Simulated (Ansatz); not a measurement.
Isomers of Te4Pb2⁺ (doublet), relaxed with PBE-D4/def2-SVP; total energies from Ansatz at PBE0-D4/def2-TZVP.

```
isomer                                                 description  energy (Eh)
     A  point group C2; 6 × Pb–Te 3.02 to 3.17 Å; 2 × Te–Te 2.76 Å  -1457.95414
     B  point group Ci; 6 × Pb–Te 2.98 to 3.12 Å; 2 × Te–Te 2.76 Å  -1457.94550
```

In the def2 sets Pb, Te take a core potential; there is no spin–orbit coupling.

The isomers come from a short search, and lower ones may exist.

Work out the relative energies (1 Eh = 2625.5 kJ/mol) and the Boltzmann populations at 1200 K from electronic energies alone (R = 8.314 J/mol/K).

ΔE: A 0.0, B 22.7 kJ/mol. RT = 9.98 kJ/mol. Factors exp(−ΔE/RT): A 1, B 0.103; sum 1.103. Populations: A 90.7 %, B 9.3 %. Zero-point energy, vibrational entropy and symmetry numbers are left out and can shift these; an error of 4 kJ/mol changes a ratio by a factor of 1.5. Over the other density-functional and correlated levels in def2 sets, the gap between A and B ranges from 15 to 17 kJ/mol.
